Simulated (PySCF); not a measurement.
Geometry:
| atom | x (Å) | y (Å) | z (Å) |
| --- | --- | --- | --- |
| C1 | 2.469 | -0.246 | 0.508 |
| C2 | 1.587 | 0.331 | -0.590 |
| F3 | 1.915 | -0.254 | -1.784 |
| F4 | 1.895 | 1.653 | -0.766 |
| C5 | 0.113 | 0.165 | -0.307 |
| C6 | -0.570 | 1.141 | 0.406 |
| C7 | -1.911 | 0.969 | 0.695 |
| C8 | -2.572 | -0.175 | 0.279 |
| C9 | -1.890 | -1.146 | -0.434 |
| C10 | -0.548 | -0.981 | -0.727 |
| H11 | 3.513 | -0.094 | 0.246 |
| H12 | 2.270 | -1.309 | 0.609 |
| H13 | 2.252 | 0.257 | 1.446 |
| H14 | -0.052 | 2.035 | 0.718 |
| H15 | -2.443 | 1.732 | 1.244 |
| H16 | -3.619 | -0.306 | 0.505 |
| H17 | -2.405 | -2.035 | -0.767 |
| H18 | -0.014 | -1.730 | -1.292 |

PySCF 2.14 calculation with structure optimised with GFN2-xTB and shieldings: GIAO PBE0/pcSseg-1; averaged over atoms made equivalent by symmetry, fast rotation or ring inversion, isolated molecule, one conformer, relativity neglected.

Q: Predict the 2D correlation tables (HSQC, COSY, HMBC).

A: 

HSQC (one-bond C–H):
```csv
δH,δC
7.84 (H14/H18),130.4 (C6/C10)
7.74 (H15/H17),133.9 (C7/C9)
7.70 (H16),134.7 (C8)
1.74 (H11/H12/H13),32.4 (C1)
```

COSY cross peaks (H two or three bonds apart, from the bond graph; peaks can be absent where the dihedral angle is near 90°):
```csv
δH,δH
7.84 (H14/H18),7.74 (H15/H17)
7.74 (H15/H17),7.70 (H16)
```

HMBC (two and three bonds, from the bond graph):
```csv
δH,δC
7.84 (H14/H18),"146.5 (C5), 134.7 (C8), 133.9 (C7/C9), 130.4 (C6/C10), 129.1 (C2)"
7.74 (H15/H17),"146.5 (C5), 134.7 (C8), 133.9 (C7/C9), 130.4 (C6/C10)"
7.70 (H16),"133.9 (C7/C9), 130.4 (C6/C10)"
1.74 (H11/H12/H13),"146.5 (C5), 129.1 (C2)"
```

Chemical shifts δ = σref − σ; 1H, 13C against TMS, all at this level.

Shifts are as computed. Against solution values, carbons near 30 ppm lie about +3 ppm off and those near 130 ppm about +5 ppm. Of 1211 compounds with measured shifts, 218 miss one by over three times the rms of a fit or turn the order of signals round; such compounds aren't used in these exercises.
